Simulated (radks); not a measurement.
Effect of the nuclear size on neutral osmium, [Xe] 4f14 5d6 6s2. All-electron calculation, Dirac Kohn-Sham, exchange-only LDA, spin-unpolarised, spherical densities, finite nucleus; open shells fill j = l - 1/2 first; Fermi nuclear charge, rms radius 5.4126 fm. Program: a radial shooting solver on a logarithmic mesh with Libxc functionals. The rms radius is varied about that value; shifts are against it.

| rms radius (fm) | total energy shift (eV) | density at nucleus (e/bohr^3) | 1s1/2 shift (meV) | 2s1/2 shift (meV) | 5s1/2 shift (meV) | 5p1/2 shift (meV) | 6s1/2 shift (meV) | 5d5/2 shift (meV) | 6p1/2 (empty) shift (meV) |
|---|---|---|---|---|---|---|---|---|---|
| 4.3463 | -26.1 | 1.808e+06 | -10500 | -1510 | -14.9 | 0.730 | -0.977 | 0.903 | 0.299 |
| 5.1366 | -7.10 | 1.701e+06 | -2870 | -411 | -4.05 | 0.198 | -0.266 | 0.246 | 0.081 |
| 5.4126 | 0 | 1.668e+06 | 0.000 | 0.000 | 0.000 | 0.000 | 0.000 | 0.000 | 0.000 |
| 5.7049 | 7.77 | 1.636e+06 | 3140 | 450 | 4.44 | -0.217 | 0.291 | -0.269 | -0.089 |
| 6.3869 | 26.9 | 1.57e+06 | 10900 | 1560 | 15.4 | -0.749 | 1.01 | -0.931 | -0.309 |

Slopes of the eigenvalues against <r^2> in GHz/fm^2, as finite differences over the two radii next to the reference (eigenvalue slopes, not the field-shift constants of lines): 1s1/2 236000, 2s1/2 33800, 5s1/2 333, 5p1/2 -16.3, 6s1/2 21.8, 5d5/2 -20.2, 6p1/2 (empty) -6.70.
